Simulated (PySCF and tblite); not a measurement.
Results of a calculation; reference values are marked as such.
# Rotation: stationary points, barriers and rates

System: C6H11OS (charge +1), numbered as in [CH2:1]=[CH:2][C+:3]([CH3:4])[CH2:5][S@:6]([CH3:7])=[O:8].

Motion: rotation about the C2–C3 bond (torsion C1–C2–C3–C4 from -19° to 186°, rising). The path came from a restrained scan, a climbing-image band and a saddle search at GFN2-xTB; energies are BP86/pcSseg-1 + D3(BJ)//GFN2-xTB, thermal terms GFN2-xTB. Rate constants are transition-state-theory values, counting equivalent paths, without tunnelling. Run with tblite and PySCF.

| point | symmetry | E(GFN2) kcal/mol | E(DFT) kcal/mol | ZPE change kcal/mol | lowest mode cm⁻¹ |
| --- | --- | --- | --- | --- | --- |
| start | C1 | 0.0 | 0.0 | 0.00 | 57 |
| saddle | C1 | 6.9 | 12.1 | -0.83 | 163i |
| end | C1 | 0.5 | 0.6 | -0.05 | 57 |

```
Electronic barrier                                      : 12.1 kcal/mol
Barrier with zero-point energy                          : 11.2 kcal/mol
ΔH‡ (298 K)                                             : 10.9 kcal/mol
ΔS‡ (298 K, symmetry apart)                             : -2.4 cal/(mol K)
Paths                                                   : 1 equivalent path
End point                                               : a different minimum
Mean lifetime of the start against this motion at 298 K : 53 µs
Cost                                                    : 2.3 min on 1 thread of INTEL XEON PLATINUM 8581C @ 2.10GHz, shared host (rough), peak memory 0.75 GiB, launched as `OMP_NUM_THREADS=1 python ens_run.py task.json out`
```

| T/K | ΔG‡ kcal/mol | k s⁻¹ | ΔG kcal/mol | k back s⁻¹ |
| --- | --- | --- | --- | --- |
| 150 | 11.4 | 8.8×10⁻⁵ | 0.6 | 0.00062 |
| 200 | 11.4 | 1.3 | 0.6 | 5.8 |
| 250 | 11.5 | 442 | 0.6 | 1420 |
| 298 | 11.6 | 1.9×10⁴ | 0.6 | 5.1×10⁴ |
| 350 | 11.7 | 3.5×10⁵ | 0.6 | 8×10⁵ |
| 400 | 11.8 | 2.8×10⁶ | 0.6 | 5.8×10⁶ |
| 500 | 12.1 | 5.3×10⁷ | 0.6 | 9.6×10⁷ |

ΔG and ΔG‡ leave out symmetry numbers and mirror images; rates count paths: 1 out, 1 back.

The ion is treated without a counter-ion.
